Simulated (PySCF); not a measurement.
Job for PySCF: R-MP2/6-31G* on AlH5Si (SMILES [AlH2][SiH3]), a point of a bond scan (R = 1.900 Å).

```python
from pyscf import gto, scf, dft, mp
from pyscf.data.elements import chemcore

mol = gto.M(
    atom='''
    Al    0.03394872   -0.60450630   -1.15927772
    H    -1.55253503   -0.76390650   -2.19289810
    H     1.38583772   -1.18780901   -1.74138382
    Si   -0.02792387    0.52763245    1.02391416
    H    -0.03926723    2.00388745    0.82696529
    H     1.14506402    0.20807389    1.87836413
    H    -1.25391258    0.18491499    1.79249452
    ''',
    basis='6-31g*',
    cart=True,
    charge=0, spin=0, verbose=3, max_memory=1800)
mf = scf.RHF(mol)
mf.conv_tol = 1e-8
mf.max_cycle = 100
mf.kernel()
if not mf.converged:
    mf = mf.newton().run(mf.mo_coeff, mf.mo_occ)
pt = mp.MP2(mf, frozen=chemcore(mol)).run()
```

Predict the final total energy.

-533.8122 hartree.
